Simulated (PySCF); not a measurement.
Computed shifts of a molecule C₂H₇FSi₃, PySCF with PBE/pcSseg-1, GIAO, gas phase, atoms alike by connectivity averaged where their shifts nearly agree, in ppm (number of nuclei): ¹⁹F: -238.1 (1). ²⁹Si: -32.5 (1), -98.0 (1), -104.2 (1). ¹³C: 121.6 (1), 118.0 (1). ¹H: 5.72 (2), 4.86 (2), 4.17 (3). References: ¹⁹F against CFCl3 (σ = 133.6 ppm); ²⁹Si against TMS (σ = 335.4 ppm); ¹³C against TMS (σ = 182.0 ppm); ¹H against TMS (σ = 31.49 ppm), references at their B3LYP-D3(BJ)/def2-TZVP geometries, non-relativistic. Coordinates come from a PBE-D3(BJ)/def2-SVP optimisation. The values are those of a single conformer.

### Question
Which structure fits?
(A) F[SiH2][SiH2]C#C[SiH3]
(B) F[SiH]1[SiH2]C=C[SiH2]1
(C) F[SiH2][Si@H]1C=C[SiH2]1
(D) F[SiH2]C#C[SiH2][SiH3]

### Answer
D, F[SiH2]C#C[SiH2][SiH3]
